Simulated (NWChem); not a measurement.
System: AlHSCl$_{2}$; SMILES [SH][Al]([Cl])[Cl]

Input file for NWChem:

```
start job
memory heap 200 mb stack 900 mb global 1100 mb
geometry units angstroms noautosym nocenter noautoz
  Al    -0.011474    -0.029089     0.000367
  Cl     0.337299    -2.085966    -0.000812
  Cl    -1.973722     0.693027     0.000423
  S      1.675023     1.325914     0.001519
  H      0.884050     2.423287     0.002035
end
basis spherical
  Al library def2-svp
  Cl library def2-svp
  S library def2-svp
  H library def2-svp
end
dft
  xc b3lyp
  iterations 150
  mulliken
end
task dft energy
esp
  recalculate
  probe 0.07
  range 0.3
  factor 1.0
  spacing 0.02
end
task esp
```

NWChem printed, in part:

```
             Northwest Computational Chemistry Package (NWChem) 7.3.0
             --------------------------------------------------------

                             Geometry "geometry" -> ""
                             -------------------------

 Output coordinates in angstroms (scale by  1.889725989 to convert to a.u.)

  No.       Tag          Charge          X              Y              Z
 ---- ---------------- ---------- -------------- -------------- --------------
    1 Al                  13.0000    -0.01147400    -0.02908900     0.00036700
    2 Cl                  17.0000     0.33729900    -2.08596600    -0.00081200
    3 Cl                  17.0000    -1.97372200     0.69302700     0.00042300
    4 S                   16.0000     1.67502300     1.32591400     0.00151900
    5 H                    1.0000     0.88405000     2.42328700     0.00203500

 Effective nuclear repulsion energy (a.u.)     296.8899207336

                                 NWChem DFT Module
                                 -----------------

 Summary of "ao basis" -> "ao basis" (spherical)
 ------------------------------------------------------------------------------
       Tag                 Description            Shells   Functions and Types
 ---------------- ------------------------------  ------  ---------------------
 Al                         def2-svp                 8       18   4s3p1d
 Cl                         def2-svp                 8       18   4s3p1d
 S                          def2-svp                 8       18   4s3p1d
 H                          def2-svp                 3        5   2s1p

            General Information
            -------------------
          SCF calculation type: DFT
          Wavefunction type:  closed shell.
          No. of atoms     :     5
          No. of electrons :    64
           Alpha electrons :    32
            Beta electrons :    32
          Charge           :     0
          Spin multiplicity:     1
          Use of symmetry is: off; symmetry adaption is: off
          Maximum number of iterations: 150
          AO basis - number of functions:    77
                     number of shells:    35
          Convergence on energy requested:  1.00D-06
          Convergence on density requested:  1.00D-05
          Convergence on gradient requested:  5.00D-04

              XC Information
              --------------
                         B3LYP Method XC Potential
                     Hartree-Fock (Exact) Exchange  0.200
                        Slater Exchange Functional  0.800 local
                    Becke 1988 Exchange Functional  0.720 non-local
              Lee-Yang-Parr Correlation Functional  0.810
                  VWN I RPA Correlation Functional  0.190 local

             Grid Information
             ----------------
          Grid used for XC integration:  medium
          Radial quadrature: Mura-Knowles
          Angular quadrature: Lebedev.
          Tag              B.-S. Rad. Rad. Pts. Rad. Cut. Ang. Pts.
          ---              ---------- --------- --------- ---------
          Al                  1.25       88           8.0       590
          Cl                  1.00       88          11.0       590
          S                   1.00       88          10.0       590
          H                   0.35       45          11.0       434
          Grid pruning is: on
          Number of quadrature shells:   397
          Spatial weights used:  Erf1

      Superposition of Atomic Density Guess
      -------------------------------------

 Sum of atomic energies:       -1558.28505307

      Non-variational initial energy
      ------------------------------

 Total energy =   -1559.040567
 1-e energy   =   -2748.474290
 2-e energy   =     892.543801
 HOMO         =      -0.337494
 LUMO         =       0.002728

     ---------------------------------------------
      Total Density - Mulliken Population Analysis
     ---------------------------------------------

    Atom       Charge   Shell Charges
 -----------   ------   -------------------------------------------------------
    1 Al  13    11.77   2.00  1.99  0.74  0.06  5.93  0.53  0.33  0.19
    2 Cl  17    17.47   2.00  1.99  1.23  0.71  5.94  2.18  3.40  0.01
    3 Cl  17    17.47   2.00  1.99  1.23  0.71  5.94  2.18  3.40  0.01
    4 S   16    16.51   2.00  1.99  1.20  0.63  5.94  1.82  2.90  0.02
    5 H    1     0.78   0.57  0.18  0.03

   convergence    iter        energy       DeltaE   RMS-Dens  Diis-err
 ---------------- ----- ----------------- --------- --------- ---------
 d= 0,ls=0.0,diis     1  -1561.3241364066 -1.86D+03  1.48D-02  4.95D-01
 d= 0,ls=0.0,diis     2  -1561.3281322443 -4.00D-03  9.30D-03  3.42D-01
 d= 0,ls=0.0,diis     3  -1561.3787246958 -5.06D-02  2.23D-03  2.96D-02
 d= 0,ls=0.0,diis     4  -1561.3833315309 -4.61D-03  3.16D-04  6.47D-04
 d= 0,ls=0.0,diis     5  -1561.3834383583 -1.07D-04  5.59D-05  1.20D-05
  Resetting Diis
 d= 0,ls=0.0,diis     6  -1561.3834401554 -1.80D-06  1.91D-05  1.63D-06
 d= 0,ls=0.0,diis     7  -1561.3834404066 -2.51D-07  7.83D-06  7.22D-08

         Total DFT energy =    -1561.383440406592
      One electron energy =    -2750.392642233289
           Coulomb energy =      993.504772267691
    Exchange-Corr. energy =     -101.385491174584
 Nuclear repulsion energy =      296.889920733590

 Numeric. integr. density =       64.000003685061

                       DFT Final Molecular Orbital Analysis
                       ------------------------------------

 Vector   30  Occ=2.000000D+00  E=-3.291201D-01
              MO Center=  3.4D-01, -1.1D+00, -2.3D-04, r^2= 4.1D+00
   Bfn.  Coefficient  Atom+Function         Bfn.  Coefficient  Atom+Function
  ----- ------------  ---------------      ----- ------------  ---------------
    29      0.518909  2 Cl px                26      0.396681  2 Cl px
    23      0.229596  2 Cl px                65      0.202784  4 S  px
    48     -0.172595  3 Cl py                62      0.159602  4 S  px
    66      0.130620  4 S  py                45     -0.125086  3 Cl py
    30      0.118089  2 Cl py                47      0.118326  3 Cl px

 Vector   31  Occ=2.000000D+00  E=-3.253241D-01
              MO Center= -4.8D-01,  6.8D-01,  7.1D-04, r^2= 5.0D+00
   Bfn.  Coefficient  Atom+Function         Bfn.  Coefficient  Atom+Function
  ----- ------------  ---------------      ----- ------------  ---------------
    48      0.425303  3 Cl py                45      0.321440  3 Cl py
    65      0.316890  4 S  px                62      0.245848  4 S  px
    47      0.241941  3 Cl px                42      0.186112  3 Cl py
    44      0.183176  3 Cl px                29     -0.146343  2 Cl px
    59      0.141238  4 S  px                30      0.117251  2 Cl py

 Vector   32  Occ=2.000000D+00  E=-2.865987D-01
              MO Center=  1.4D+00,  1.2D+00,  1.4D-03, r^2= 2.2D+00
   Bfn.  Coefficient  Atom+Function         Bfn.  Coefficient  Atom+Function
  ----- ------------  ---------------      ----- ------------  ---------------
    67      0.610976  4 S  pz                64      0.430392  4 S  pz
    61      0.246287  4 S  pz                31     -0.124591  2 Cl pz
    49     -0.119428  3 Cl pz                13      0.089844  1 Al pz
    28     -0.082580  2 Cl pz                46     -0.078533  3 Cl pz
    10      0.077251  1 Al pz                17     -0.048739  1 Al d  1

 Vector   33  Occ=0.000000D+00  E=-3.879967D-02
              MO Center=  4.3D-03,  6.0D-02,  3.8D-04, r^2= 4.6D+00
   Bfn.  Coefficient  Atom+Function         Bfn.  Coefficient  Atom+Function
  ----- ------------  ---------------      ----- ------------  ---------------
     4      1.119691  1 Al s                  3      0.402887  1 Al s
    58     -0.348192  4 S  s                 65      0.334204  4 S  px
    47     -0.321098  3 Cl px                30     -0.319169  2 Cl py
    40     -0.320410  3 Cl s                 22     -0.292746  2 Cl s
     2      0.273426  1 Al s                 66      0.235313  4 S  py

[...]

                     NWChem Electrostatic Potential Fit Module
                     -----------------------------------------

 Atom parameters

 Number of atoms is                                    5
 Number of basis functions is                         77

 Grid parameters

 Maximum number of grid points is                  29142
 Number of grid points is                          29141
 Grid range                                     0.300000 nm
 Grid spacing                                   0.020000 nm
 Probe radius                                   0.070000 nm
 Atom radius factor                             1.000000

 Atomic radii

    1    0.100000
   13    0.195000
   16    0.174000
   17    0.169000
 FASTESP  F
  using M.O. file = ./job.movecs

    Atom              Coordinates                           Charge

                                                  ESP

    1 Al   -0.001147   -0.002909    0.000037    0.637444
    2 Cl    0.033730   -0.208597   -0.000081   -0.223833
    3 Cl   -0.197372    0.069303    0.000042   -0.254797
    4 S     0.167502    0.132591    0.000152   -0.326599
    5 H     0.088405    0.242329    0.000204    0.167785
                                            ------------
                                                0.000000

 Dipole moment                                  0.465368

 Quadrupole moment Qxx                         -9.905352
                   Qyy                          0.418905
                   Qzz                          9.486447

 RMS deviation kJ/mol                           0.090069

 RRMS %                                        36.902408
```

Level: B3LYP/def2-SVP. The geometry was optimised at PBE0/def2-SVP.
